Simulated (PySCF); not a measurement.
Protons, H atoms and electrons added to or taken from [SiH3]N[SiH3]. All species are isolated molecules in the gas phase. One relaxed conformer stands for each flexible species; it need not be the lowest. Strings in code marks are SMILES.

Quantity: vertical ionisation energy (energy after one electron is removed minus that of the parent at the parent's geometry), in eV.

Level 1: PBE/6-31G* // PBE0-D4/def2-TZVP (PySCF)
Level 2: minus the HOMO energy of HF/STO-3G // PBE0-D4/def2-TZVP (PySCF)
Level 3: minus the HOMO energy of PBE-D3(BJ)/def2-TZVP // PBE0-D4/def2-TZVP (PySCF)
Level 4: minus the HOMO energy of PBE0-D4/def2-TZVP (PySCF)

| species | level 2 | level 3 | level 4 |
|---|---|---|---|
| `[SiH3]N[SiH3]` | 7.54 | 6.19 | 7.52 |

### Question
What does level 1 give for each?

### Answer

- `[SiH3]N[SiH3]`: 9.09
